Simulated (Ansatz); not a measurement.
Relaxation of AlH$_{3}$OS$_{2}$ (7 atoms, charge 0, multiplicity 1), to a largest force component of 0.015 eV/Å in at most 40 steps.

The calculation used Ansatz 0.2.0, RKS B3LYP-D4/6-31G*.

```xyz
7
Properties=species:S:1:pos:R:3:forces:R:3
O -1.944 0.027 0.275 1.38 2.08 -0.57
Al -0.260 -0.497 0.080 -0.40 0.08 -0.30
S 1.054 -0.633 1.887 0.34 1.38 -0.27
S 0.626 -1.017 -1.972 -0.23 0.80 0.59
H -1.941 1.048 0.139 -0.37 -2.26 0.34
H 1.522 0.710 1.740 -0.53 -1.45 0.08
H 1.004 0.296 -2.193 -0.19 -0.64 0.13
```

Problem. Where does it end, and by what steps?

Solution. The forces met the threshold. After 17 steps the energy has fallen by 0.889 eV; H5 moved furthest, 1.18 Å.

| step | energy less start (eV) | largest force component (eV/Å) | accepted |
| --- | --- | --- | --- |
| 0 | 0.0000 | 2.260 | yes |
| 1 | -0.1989 | 1.086 | yes |
| 2 | -0.2662 | 0.736 | yes |
| 3 | -0.2948 | 1.664 | yes |
| 4 | -0.4324 | 0.605 | yes |
| 5 | -0.5379 | 0.296 | yes |
| 6 | -0.6364 | 0.323 | yes |
| 7 | -0.6849 | 0.898 | yes |
| 8 | -0.7739 | 0.406 | yes |
| 9 | -0.8094 | 0.879 | yes |
| 10 | -0.8554 | 0.653 | yes |
| 11 | -0.8735 | 0.510 | yes |
| 12 | -0.8783 | 0.430 | yes |
| 13 | -0.8687 | 0.604 | no |
| 14 | -0.8883 | 0.047 | yes |
| 15 | -0.8884 | 0.045 | yes |
| 16 | -0.8874 | 0.207 | no |
| 17 | -0.8888 | 0.005 | yes |

```xyz
7
Properties=species:S:1:pos:R:3
O -2.011 0.168 0.479
Al -0.349 0.023 0.141
S 0.962 0.005 1.895
S 0.367 -0.131 -1.933
H -2.698 0.201 -0.197
H 2.108 -0.142 1.192
H 1.681 -0.191 -1.623
```

Run time: 59 s on 1 thread of Arm Neoverse V2 (shared host), peak memory 0.15 GiB.
